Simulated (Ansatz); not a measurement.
AlBFH3O2 (`B[O][Al]([OH])[F]`). Charge 0, multiplicity 1.

Cartesian coordinates in Å:
```
B 1.815 -0.616 0.366
O 0.533 -0.332 0.127
Al -1.057 0.039 -0.196
O -1.510 1.647 -0.355
F -2.143 -1.181 -0.348
H 2.567 -0.782 -0.559
H 2.199 -0.702 1.503
H -2.405 1.926 -0.539
```

Question: Give the diagnostics of a CCSD(T)/def2-TZVPP run (frozen core, Ansatz). (An estimate is asked.)

Answer: Ansatz gave: T1 = 0.0132, largest single amplitude 0.026, largest double 0.024, (T) share of the correlation energy 3.1 %, 9 CCSD cycles. The RHF solution is stable towards an unrestricted one. T1 lies under the customary mark of 0.02 for closed shells.
